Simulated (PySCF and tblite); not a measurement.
The numbers below are computed, except where a source is named.
3 regioisomers of C₉H₁₃ClSi:

```tsv
isomer	SMILES
A	[CH3:1][Si:2]([CH3:3])([CH3:4])[c:5]1[cH:6][cH:7][cH:8][cH:9][c:10]1[Cl:11]
B	[CH3:1][Si:2]([CH3:3])([CH3:4])[c:5]1[cH:6][cH:7][cH:8][c:9]([Cl:10])[cH:11]1
C	[CH3:1][Si:2]([CH3:3])([CH3:4])[c:5]1[cH:6][cH:7][c:8]([Cl:9])[cH:10][cH:11]1
```

Protocol: conformer search, at most 4 conformers an isomer, GFN2-xTB geometries, energies B3LYP/6-31G* (D3(BJ) added where defined), weights at 298.15 K with GFN2-xTB thermal terms. Programs: PySCF with density fitting and tblite.

Question: Rank the isomers by free energy at 298.15 K.

Answer: 
```tsv
isomer	ΔG (kcal/mol)	ΔE, lowest conformer	conformers	largest weight %	rms dipole (D)
B	0.0	0.1	2	51	2.07
C	0.6	0.2	1	100	2.12
A	1.0	0.0	1	100	1.41
```

The search found a single conformer for at least one isomer; other rotamers may be missing.
